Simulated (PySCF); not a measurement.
Identify the unknown among the candidates.

All candidates are C3H3ClF2O.

| technique | computed result |
| --- | --- |
| Triplet | lowest triplet excitation (Tamm–Dancoff): 4.09 eV [TDA CAM-B3LYP/def2-SVPD] |
| Polarisability | 57.6 au [CAM-B3LYP/def2-SVPD] |
| Rotational structure | rotational constants A, B, C: 2.290, 1.837, 1.150 GHz [GFN2-xTB] |
| XPS | Cl2p3/2 207.0, C1s 293.0, C1s 293.9, C1s 295.2, O1s 540.2, F1s 693.0, F1s 693.3, Cl1s 2829.6 eV [ΔSCF SCAN, pcX-2 on the ionised atom, pcseg-1 elsewhere, spin-free X2C, 2p3/2 from a spin–orbit splitting computed afterwards within the 2p shell] |
| UV, strongest line | among the 8 lowest singlet transitions: S3 at 7.00 eV (177 nm, f = 0.180) [TDDFT CAM-B3LYP/def2-SVPD] |
| UV, first state | lowest singlet excitation: 5.99 eV (207 nm, f = 0.004) [TDDFT CAM-B3LYP/def2-SVPD] |
| Dipole | 1.79 D [CAM-B3LYP/def2-SVPD] |

Electronic properties: PySCF, gas phase, density fitting. Levels stand in brackets. Isolated species at its GFN2-xTB geometry (one conformer only).

Question: Which candidate is it?
A. `O=C(Cl)[C@@H](F)CF`
B. `CC(F)(F)C(=O)Cl`
C. `F/C=C(/Cl)OCF`

Answer: C. It is `F/C=C(/Cl)OCF`. Numbering: `[F:1]/[CH:2]=[C:3](/[Cl:4])[O:5][CH2:6][F:7]`. Its formula, C3H3ClF2O, gives 1 degree of unsaturation: 0 rings and 1 π bond in the structure found. The core levels belong to: Cl2p3/2 207.0 eV, vinyl chlorine [Cl4]; C1s 293.0 eV, vinylic C–F carbon [C2]; C1s 293.9 eV, vinylic C–Cl carbon [C3]; C1s 295.2 eV, sp3 C–F carbon [C6]; O1s 540.2 eV, ether oxygen [O5]; F1s 693.0 eV, alkyl fluorine [F7]; F1s 693.3 eV, vinyl fluorine [F1]; Cl1s 2829.6 eV, vinyl chlorine [Cl4]. The optimised geometry has point group C1 and is an asymmetric top.

The others, at the same levels:
- `CC(F)(F)C(=O)Cl` fails: its computed lowest singlet excitation is 4.91 eV (253 nm, f = 0.001) (against 5.99 eV), lowest triplet excitation (Tamm–Dancoff) is 4.36 eV (against 4.09 eV) and strongest line among the 8 lowest singlet transitions is S7 at 8.78 eV (141 nm, f = 0.269) (against S3 at 7.00 eV).
- `O=C(Cl)[C@@H](F)CF` fails: its computed core binding energies are Cl2p3/2 206.9, C1s 294.2, C1s 294.5, C1s 295.5, O1s 539.3, F1s 693.5, F1s 693.7, Cl1s 2829.4 eV, rotational constant A is 2.723 GHz (against 2.290 GHz) and smallest rotational constant is 1.383 GHz (against 1.150 GHz).

Each candidate is one conformer, not necessarily the lowest. The conformers computed, where there is a choice (atom-mapped SMILES and torsion angles):
- `[F:1]/[CH:2]=[C:3](/[Cl:4])[O:5][CH2:6][F:7]`: C2–C3–O5–C6 -140°, C3–O5–C6–F7 69°
- `[CH3:1][C:2]([F:3])([F:4])[C:5](=[O:6])[Cl:7]`: C1–C2–C5–O6 -97°
- `[O:1]=[C:2]([Cl:3])[C@@H:4]([F:5])[CH2:6][F:7]`: O1–C2–C4–F5 138°, C2–C4–C6–F7 65°
